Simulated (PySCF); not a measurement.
A species of formula C3H9NO2Si has this rotational fingerprint, computed with PBE0-D3(BJ)/def2-SVP geometry optimisation, gas phase (PySCF 2.14.0):

| Property | Result |
| --- | --- |
| Rotational constants | A = 5240, B = 1071, C = 943.5 MHz |
| Dipole components | \|μa\| = 1.62 D, \|μb\| = 2.34 D, \|μc\| = 0.83 D |
| Inertial defect | -32.60 u·Å² |
| κ | -0.94 |

Problem. Which candidate fits, each taken in the one conformer that was computed?
A. `[NH2:1][CH2:2][SiH:3]1[O:4][CH2:5][CH2:6][O:7]1` with H–N1–C2–Si3 -65° and 176°, N1–C2–Si3–O4 -73°, C2–Si3–O4–C5 121°, Si3–O4–C5–C6 -23°, O4–C5–C6–O7 34°, C5–C6–O7–Si3 -30°
B. `[CH3:1][NH:2][SiH2:3][O:4][C:5]([CH3:6])=[O:7]` with C1–N2–Si3–O4 73°, N2–Si3–O4–C5 180°, Si3–O4–C5–C6 179°
C. `[CH2:1]=[N:2][SiH:3]([O:4][CH3:5])[O:6][CH3:7]` with C1–N2–Si3–O4 -120°, N2–Si3–O4–C5 -63°, N2–Si3–O6–C7 -171°

Solution. B. It is CN[SiH2]OC(C)=O, a near-prolate asymmetric top, point group C1. The candidates at the same level (rigid rotor, commonest isotopes):

```csv
SMILES,A (MHz),B (MHz),C (MHz),μa (D),μb (D),μc (D),Δ (u·Å²),point group,rotor
C=N[SiH](OC)OC,2223,2062,1162,0.37,0.40,0.07,-37.71,C1,asymmetric top
NC[SiH]1OCCO1,3595,1805,1632,0.98,0.90,0.12,-110.95,C1,asymmetric top
CN[SiH2]OC(C)=O,5240,1071,943.5,1.62,2.34,0.83,-32.60,C1,near-prolate asymmetric top
```

`C=N[SiH](OC)OC` has B 92 % too high; `NC[SiH]1OCCO1` has C 73 % too high. No structure here is proved a minimum.
